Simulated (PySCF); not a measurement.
Si(NMe2)(SH) (C2H7NSSi), SMILES CN(C)[Si]S (connectivity only; charge and spin as stated), neutral, multiplicity 1.

Geometry: TPSSh-D3(BJ)/def2-SVP. The structure was generated by enumeration; whether it is a known compound was not checked. Other conformers were not sampled.

Computed with r2SCAN/def2-TZVP in PySCF.

Symmetry labels are those of the subgroup Cs that the program uses (full group Cs).

Task: List the valence orbital energies around the gap with their symmetry. (The exact figures need the calculation; the answer reports its results.)

Result: 
| orbital | symmetry | energy (eV) |
|---|---|---|
| HOMO−7 | A' | -10.55 |
| HOMO−6 | A" | -10.12 |
| HOMO−5 | A' | -10.11 |
| HOMO−4 | A' | -9.42 |
| HOMO−3 | A' | -8.51 |
| HOMO−2 | A" | -7.06 |
| HOMO−1 | A" | -5.97 |
| HOMO | A' | -5.73 |
| LUMO | A" | -1.94 |
| LUMO+1 | A' | -0.13 |
| LUMO+2 | A' | 0.29 |
| LUMO+3 | A' | 1.16 |
